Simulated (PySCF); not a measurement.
SMILES CC[SiH2][SiH2]C#N (GFN2-xTB optimised geometry):

```
15

C      1.668    -0.731     0.000
C      0.143    -0.731     0.000
Si    -0.607     1.022     0.000
Si    -0.177     2.155     1.978
C      1.619     1.984     2.466
N      2.725     1.859     2.741
H      2.061    -0.234     0.885
H      2.054    -1.749    -0.014
H      2.052    -0.213    -0.877
H     -0.214    -1.288     0.869
H     -0.212    -1.275    -0.878
H     -0.092     1.749    -1.170
H     -2.061     0.891    -0.181
H     -0.876     1.658     3.171
H     -0.360     3.610     1.925
```

Computed with PBE0/def2-TZVP (PySCF).

What are the frontier orbital energies and the dipole moment?

HOMO-2 -9.60 eV, HOMO-1 -9.06 eV, HOMO -8.59 eV, LUMO -0.84 eV, LUMO+1 -0.66 eV; dipole moment 3.69 D.

Meta-Löwdin charges at PBE0/def2-TZVP: C1 -0.34, C2 -0.42, Si3 0.38, Si4 0.36, C5 -0.13, N6 -0.18, H7 0.12, H8 0.12, H9 0.11, H10 0.12, H11 0.13, H12 -0.08, H13 -0.08, H14 -0.06, H15 -0.06.
